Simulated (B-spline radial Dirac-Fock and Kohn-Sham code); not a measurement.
## Core-level shifts of mercury with charge state

These are calculated numbers from a radial B-spline solver; the model is Dirac-Fock ΔSCF + Breit + QED. Each ion is free and in its tabulated ground configuration. Correlation energy is missing from these numbers.

Reference: Hg⁶²⁺, [Ne] 3s2 3p6, with 1s 88013.5 eV, 2s 19608.2 eV, 2p1/2 19012.1 eV, 3s 7685.9 eV. Shifts from it, in eV (a dash: the subshell is empty, belongs to an open shell averaged over j, or its hole state is left out as unreliable):

```
  ion  configuration       1s       2s    2p1/2      3s
Hg⁶³⁺   [Ne] 3s2 3p5   +218.0   +183.1   +187.8  +128.2
Hg⁶⁴⁺   [Ne] 3s2 3p4   +438.0   +367.6   +377.3  +257.2
Hg⁶⁵⁺   [Ne] 3s2 3p3   +660.1   +553.6        –  +387.0
Hg⁶⁶⁺   [Ne] 3s2 3p2   +884.4   +741.1   +760.0  +517.6
Hg⁶⁷⁺   [Ne] 3s2 3p1  +1110.7   +929.9   +954.1  +649.1
Hg⁶⁸⁺       [Ne] 3s2  +1339.1  +1120.3  +1149.7  +781.4
Hg⁶⁹⁺       [Ne] 3s1        –        –  +1342.3  +929.3
Hg⁷⁰⁺   [He] 2s2 2p6  +1783.3  +1482.9  +1536.2       –
```
